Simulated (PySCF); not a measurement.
Predicted microwave data (PBE0/pcSseg-1 in PySCF (dipole) on a GFN2-xTB geometry, gas phase) for one isomer of C8H11OP:

```
Rotational constants : A = 2688, B = 647.7, C = 574.5 MHz
Dipole components    : |μa| = 1.56 D, |μb| = 0.83 D, |μc| = 0.48 D
Inertial defect      : -88.65 u·Å²
κ                    : -0.93
```

Question: Which candidate fits, each taken in the one conformer that was computed?
A. `[CH3:1][C:2]#[C:3][P:4]1[CH2:5][CH2:6][C:7](=[O:8])[CH2:9][CH2:10]1` with C3–P4–C5–C6 -160°, P4–C5–C6–C7 65°, C5–C6–C7–O8 120°, C6–C7–C9–C10 60°
B. `[CH3:1][C:2]#[C:3][P@:4]1(=[O:5])[C:6]([CH3:7])=[C:8]1[CH2:9][CH3:10]` with C6–C8–C9–C10 -1°
C. `[CH:1]#[C:2][CH2:3][P:4]1[CH2:5][CH2:6][C:7](=[O:8])[CH2:9][CH2:10]1` with C2–C3–P4–C5 169°, C3–P4–C5–C6 -160°, P4–C5–C6–C7 65°, C5–C6–C7–O8 116°, C6–C7–C9–C10 62°

Answer: C. It is C#CCP1CCC(=O)CC1, a near-prolate asymmetric top, point group C1. The candidates at the same level (rigid rotor, commonest isotopes):

```json
{"SMILES": "CC#CP1CCC(=O)CC1", "A (MHz)": "2577", "B (MHz)": "559.1", "C (MHz)": "541.9", "μa (D)": "2.82", "μb (D)": "0.00", "μc (D)": "0.46", "Δ (u·Å²)": "-167.43", "point group": "near Cs", "rotor": "near-prolate asymmetric top"}
{"SMILES": "C#CCP1CCC(=O)CC1", "A (MHz)": "2688", "B (MHz)": "647.7", "C (MHz)": "574.5", "μa (D)": "1.56", "μb (D)": "0.83", "μc (D)": "0.48", "Δ (u·Å²)": "-88.65", "point group": "C1", "rotor": "near-prolate asymmetric top"}
{"SMILES": "CC#C[P@]1(=O)C(C)=C1CC", "A (MHz)": "1556", "B (MHz)": "613.2", "C (MHz)": "567.4", "μa (D)": "0.35", "μb (D)": "4.59", "μc (D)": "2.16", "Δ (u·Å²)": "-258.40", "point group": "C1", "rotor": "near-prolate asymmetric top"}
```

`CC#C[P@]1(=O)C(C)=C1CC` has A 42 % too low; `CC#CP1CCC(=O)CC1` has B 14 % too low. No structure here is proved a minimum.
